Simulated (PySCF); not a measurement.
Rigid-rotor lines calculated for a species of formula C9H17N (commonest isotopes; PBE0-D3(BJ)/def2-SVP geometry optimisation, gas phase (PySCF)), labelled J(Ka,Kc):

```
     transition     MHz
2(1,2) ← 1(1,1)  3513.4
1(1,1) ← 0(0,0)  2335.6
2(0,2) ← 1(0,1)  3689.7
2(1,1) ← 1(1,0)  4037.6
1(0,1) ← 0(0,0)  1887.7
```

Find the rotational constants.

1(0,1) ← 0(0,0) is B + C, 2(1,1) ← 1(1,0) is 3B + C and 2(1,2) ← 1(1,1) is B + 3C, so B − C is half the difference of the last two, 262.1 MHz. 1(1,1) ← 0(0,0) is A + C. A = 1522.8, B = 1074.9, C = 812.8 MHz.

What moments of inertia, asymmetry and inertial defect follow?

I = 505379 MHz·u·Å² over each constant: Ia = 331.87, Ib = 470.16, Ic = 621.76 u·Å²; κ = (2B − A − C)/(A − C) = -0.262 (asymmetric top); Δ = Ic − Ia − Ib = -180.27 u·Å².

Which dipole components do these lines need?

μa and μb (a-type: ΔKa even, ΔKc odd; b-type: both odd). The calculation gives |μa| = 2.91 D, |μb| = 2.65 D, |μc| = 0.60 D.

Predict further lines from these constants: 2(1,1) ← 2(1,2); 4(2,2) ← 3(2,1); 2(1,1) ← 2(0,2); 1(1,1) ← 1(0,1); 3(3,1) ← 2(2,0); 4(4,1) ← 4(3,2); 4(3,1) ← 3(2,1); 4(3,2) ← 4(2,3); 4(0,4) ← 3(1,3); 2(2,0) ← 1(1,0); 3(2,1) ← 3(1,2); 4(2,3) ← 4(1,3); 4(3,2) ← 3(2,1).

| transition | MHz | type | branch |
| --- | --- | --- | --- |
| 1(1,1) ← 1(0,1) | 448 | c | Q |
| 4(2,3) ← 4(1,3) | 657 | c | Q |
| 2(1,1) ← 2(1,2) | 786 | a | Q |
| 2(1,1) ← 2(0,2) | 1058 | b | Q |
| 3(2,1) ← 3(1,2) | 1398 | b | Q |
| 4(3,2) ← 4(2,3) | 3140 | b | Q |
| 4(4,1) ← 4(3,2) | 3944 | b | Q |
| 2(2,0) ← 1(1,0) | 5467 | c | R |
| 4(0,4) ← 3(1,3) | 6847 | b | R |
| 4(2,2) ← 3(2,1) | 8055 | a | R |
| 3(3,1) ← 2(2,0) | 8519 | b | R |
| 4(3,2) ← 3(2,1) | 10241 | b | R |
| 4(3,1) ← 3(2,1) | 10363 | c | R |

Which structure gave them?

`CC[C@H](C#N)C(C)(C)CC`, point group C1. Three constants can't fix a structure by themselves; this is the one that was computed:
```
atom  x, y, z in Å
C1     2.693    1.119    0.217
C2     1.452    0.497   -0.403
C3     0.413    0.050    0.636
C4     1.003   -0.959    1.520
N5     1.483   -1.768    2.196
C6    -0.946   -0.456    0.061
C7    -1.872   -0.803    1.230
C8    -0.734   -1.709   -0.790
C9    -1.594    0.631   -0.819
C10   -1.803    1.996   -0.182
H11    3.413    1.418   -0.558
H12    2.441    2.018    0.803
H13    3.201    0.414    0.892
H14    0.970    1.223   -1.075
H15    1.737   -0.365   -1.026
H16    0.192    0.916    1.285
H17   -1.467   -1.635    1.825
H18   -2.014    0.051    1.910
H19   -2.862   -1.106    0.857
H20   -1.703   -2.105   -1.129
H21   -0.133   -1.498   -1.688
H22   -0.229   -2.502   -0.217
H23   -1.003    0.746   -1.743
H24   -2.568    0.232   -1.150
H25   -2.341    2.665   -0.870
H26   -0.851    2.492    0.066
H27   -2.397    1.937    0.743
```

The values belong to one conformer (point group C1) with, in the numbering `[CH3:1][CH2:2][C@H:3]([C:4]#[N:5])[C:6]([CH3:7])([CH3:8])[CH2:9][CH3:10]`, C1–C2–C3–C4 -61°, C2–C3–C6–C7 -178°, C3–C6–C9–C10 -55°. PBE0-D3(BJ)/def2-SVP frequencies: not computed here. No vibrational averaging or centrifugal distortion is included, and the geometry carries the error of its method. A rigid rotor knows nothing of internal rotation, which can split or shift real lines. Quadrupole hyperfine structure (14N) is left out.

Time: 2.2 min of wall time. Hardware: Arm Neoverse V1, one thread, shared host. These figures are those of the optimisation.
